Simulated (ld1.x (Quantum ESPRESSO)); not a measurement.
# An all-electron radial function and its pseudo partner (C)

Columns: radius, all-electron u(r) and pseudo u(r) of the 2s shell (level -13.84 eV) of carbon in the configuration [He] 2s2 2p2; BP86, non-relativistic, TM scheme, ld1.x (Quantum ESPRESSO) 7.5.

| r (bohr) | all-electron | pseudo |
| --- | --- | --- |
| 0.098 | 0.3287 | -0.0666 |
| 0.195 | 0.3172 | -0.1320 |
| 0.292 | 0.1678 | -0.1969 |
| 0.390 | -0.0270 | -0.2645 |
| 0.488 | -0.2196 | -0.3402 |
| 0.585 | -0.3880 | -0.4302 |
| 0.682 | -0.5274 | -0.5344 |
| 0.780 | -0.6375 | -0.6376 |
| 0.878 | -0.7182 | -0.7182 |
| 0.975 | -0.7721 | -0.7721 |
| 1.072 | -0.8042 | -0.8042 |
| 1.170 | -0.8182 | -0.8182 |
| 1.268 | -0.8173 | -0.8173 |
| 1.365 | -0.8051 | -0.8051 |
| 1.463 | -0.7841 | -0.7841 |
| 1.560 | -0.7570 | -0.7570 |
| 1.658 | -0.7251 | -0.7251 |
| 1.755 | -0.6906 | -0.6906 |
| 1.852 | -0.6543 | -0.6543 |
| 1.950 | -0.6169 | -0.6169 |
| 2.047 | -0.5797 | -0.5797 |
| 2.145 | -0.5427 | -0.5427 |
| 2.242 | -0.5069 | -0.5069 |
| 2.340 | -0.4720 | -0.4720 |
| 2.438 | -0.4385 | -0.4385 |
| 2.535 | -0.4069 | -0.4069 |

Task: How many radial nodes do the two functions have?

Result: The all-electron 2s function has n − l − 1 = 1; the pseudo-wave has 0, since the states of the same l below it are removed with the core.

Task: At about which radius was the pseudo-wave matched?

Result: 0.85 bohr, where the columns begin to agree (steps of 0.10 bohr).

Task: Is the pseudo-wave norm-conserving?

Result: Yes: the TM scheme keeps the norm inside the radius equal to the all-electron one, which fixes the energy derivative of the logarithmic derivative at the level.
